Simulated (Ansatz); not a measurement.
The cluster W2S4⁻. The state is a doublet with charge -1. Geometry PBE-D4/def2-SVPD; atoms count from 1.

```xyz
6

W     0.513    0.528    1.202
W    -0.554   -0.504   -1.177
S    -2.520   -0.537   -2.136
S    -0.377   -1.570    0.897
S     0.408    1.599   -0.830
S     2.530    0.484    2.045
```

In the def2 sets W takes a core potential; there is no spin–orbit coupling. The charge -1 doublet is spin-contaminated (final ⟨S²⟩ up to 1.81, 0.75 for a pure state). No other spin state of charge -1 was run. The geometry of the doublet was relaxed on an unsound state (⟨S²⟩ 1.78, where a pure state has 0.75). Another isomer (doublet) lies 0.40 eV lower at PBE-D4/def2-TZVPD; other spin states weren't run for this one.

Q: Estimate the Mulliken populations from the PBE0/def2-TZVPD orbitals of Ansatz.

A: 
```json
{"atom": "W1", "charge (e)": "0.83", "spin (α − β)": "-0.96", "d electrons": "4.21"}
{"atom": "W2", "charge (e)": "0.73", "spin (α − β)": "2.11", "d electrons": "4.25"}
{"atom": "S3", "charge (e)": "-0.66", "spin (α − β)": "-0.11", "d electrons": "–"}
{"atom": "S4", "charge (e)": "-0.63", "spin (α − β)": "-0.06", "d electrons": "–"}
{"atom": "S5", "charge (e)": "-0.63", "spin (α − β)": "-0.06", "d electrons": "–"}
{"atom": "S6", "charge (e)": "-0.63", "spin (α − β)": "0.09", "d electrons": "–"}
```
Mulliken values and Mayer orders depend strongly on the basis. With diffuse functions, as here, like atoms can get unlike values, and bond orders can come out too low or too high.

Q: Where does the spin sit?

A: Summed by element: W 1.15, S -0.15, of 1 unpaired in all. Largest on single atoms: W2 2.11, W1 -0.96, S3 -0.11.

Q: And the Mayer bond orders between bonded heavy atoms (over 0.3)?

A: W1–W2 0.69 (2.80 Å); W1–S4 1.18 (2.30 Å); W1–S5 1.18 (2.30 Å); W1–S6 1.84 (2.19 Å); W2–S3 1.85 (2.19 Å); W2–S4 0.91 (2.34 Å); W2–S5 0.91 (2.34 Å).
